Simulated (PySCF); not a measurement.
Cl3ORe, neutral, multiplicity 3. Atoms are numbered in the order given.

```xyz
5

Re     0.0000     0.0000    -0.2591
O      0.0000     0.0000    -1.9446
Cl     1.7867     1.0316     0.6860
Cl    -1.7867     1.0316     0.6860
Cl     0.0000    -2.0631     0.6860
```
Charge 0, spin multiplicity 3.

Geometry: r2SCAN-D4/def2-SVP. The spin state was assumed, not searched. The def2 effective core potentials stand for the cores of Re; spin–orbit coupling is left out.

The numbers are results of r2SCAN-D4/def2-SVP in PySCF, not measurements.

Frequencies are harmonic and unscaled.

Modes within 1.5 cm⁻¹ of each other (mostly degenerate sets) share a row, with their intensities summed.

```tsv
mode	ν (cm⁻¹)	IR (km/mol)	moving atoms (share of kinetic energy)
1–2	54	2.6	Cl 91 %
3	120	1.3	Cl 74 %, Re 24 %
4–5	208	1.0	O 74 %, Cl 19 %
6	396	15.7	Cl 91 %, Re 8 %
7–8	400	98.5	Cl 76 %, Re 22 %
9	1014	144.2	O 92 %
```
